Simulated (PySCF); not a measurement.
# What a mistake does to a calculation on B3GeH6 cation

These are calculations, not measurements. The program is PySCF 2.14.0, an open-source quantum chemistry code, run on an isolated molecule that a program drew, which may never have been made. The molecule is B3GeH6 cation (charge +1, singlet), drawn as the SMILES string `[BH+][GeH]([BH2])[BH2]`.

Each row is a Hartree-Fock (HF) and frozen-core CCSD(T) single point in the cc-pVDZ basis, meant for a local HF minimum. Run 1 is clean. Each other run has one planted mistake out of seven kinds, and not every kind appears here: one electron removed, one electron added, multiplicity raised by two, geometry at a saddle point, minimal basis STO-3G, one bond length entered in bohr, all coordinates scaled. The reference is restricted for singlets and unrestricted otherwise, and also for a bond in bohr. Adding or removing an electron swaps singlet and doublet. Electrons count all cores. HOMO and LUMO are orbital energies over both spins, the gradient is its largest component, and the lowest frequency (negative if imaginary) is given only where the gradient is small. Bond lengths are over the 9 bonds as drawn. T1 is the CCSD diagnostic: over 0.02 (restricted) or 0.045 (unrestricted) a single reference is doubtful. Germanium has the cc-pVDZ-PP basis, with a core potential (ECP10MDF) in place of its 10 inner electrons, and its 3s, 3p and 3d shells are frozen in CCSD(T).

Geometry of the clean run:
```xyz
10
B3GeH6 cation, angstrom
B    -1.5195   -0.6798   -1.6292
Ge    0.5326   -0.3208   -1.2817
B     0.6451    1.0132    0.3446
B     1.4467   -2.2051   -1.0579
H    -2.6722   -0.8849   -1.8165
H     0.8805    0.3477   -2.6150
H     1.7177    1.4845    0.5544
H    -0.3054    1.2617    1.0171
H     2.6368   -2.2069   -1.0615
H     0.8061   -3.1990   -0.9193
```

```
run,electrons,basis functions,<S^2>,HOMO (eV),LUMO (eV),gradient (hartree/bohr),lowest frequency (cm^-1),mean bond (Å),longest bond (Å),T1,HF (hartree),CCSD(T) (hartree),mistake
1,52,95,0.000,-15.28,-4.77,3.0e-05,95,1.5337,2.112,0.0188,-370.54160,-370.91962,no fault
2,53,95,0.768,-7.25,0.84,3.8e-02,-,1.5337,2.112,0.0154,-370.76062,-371.15126,one electron added
3,51,95,0.802,-21.63,-13.15,5.2e-02,-,1.5337,2.112,0.0197,-370.02068,-370.36921,one electron removed
4,52,95,2.018,-14.48,-7.69,5.2e-02,-,1.5337,2.112,0.0239,-370.43027,-370.79259,?
```

**Which mistake was planted in run 4, and what did it cost?**

Electrons, basis and geometry are unchanged, and <S^2> is 2.018, beside S(S+1) = 2.00 for a multiplicity of 3. So the mistake is: multiplicity raised by two. Subtracting run 1 and multiplying by 627.51 kcal/mol a hartree, the energy moved by 69.9 kcal/mol in HF and 79.7 kcal/mol in CCSD(T).

